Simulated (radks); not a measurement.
Values are calculated unless marked as measured or tabulated.
Ionisation of Si+, [Ne] 3s2 3p1, to Si2+, [Ne] 3s2, under several functionals. Non-relativistic Kohn-Sham, spin-unpolarised, spherical densities, point nucleus; a radial shooting solver on a logarithmic mesh with Libxc functionals.

functional	E(Si+) (hartree)	Exc (hartree)	IE (eV)	-e(HOMO) (eV)	<r> HOMO (bohr)	IE error (eV)
PBEsol	-288.38349	-19.80974	15.976	11.638	2.453	-0.370
LDA (Slater exchange, VWN5 correlation)	-287.91052	-19.31870	16.121	11.758	2.449	-0.225
MS2 meta-GGA	-289.06033	-20.52020	15.878	11.575	2.450	-0.468
TASK exchange with Perdew-Wang LDA correlation	-288.94294	-20.39944	15.788	11.638	2.432	-0.558
exchange-only B88	-288.56193	-19.99853	15.200	10.858	2.491	-1.146
Wu-Cohen GGA	-288.68909	-20.12870	16.002	11.653	2.448	-0.343
Tao-Mo meta-GGA	-288.97120	-20.42075	15.904	11.583	2.444	-0.442

NIST Atomic Spectra Database: 16.346 eV (measured). Closest: LDA (Slater exchange, VWN5 correlation). The Delta-SCF values span 0.92 eV, the total energies 1.15 hartree. The highest occupied level is 3p. Spin polarisation and multiplet splitting are left out, so open shells lie too high by an amount that depends on their filling.

Beside tabulated values, note that spin-unpolarised runs miss the spin-polarisation part of the exchange energy of open shells.
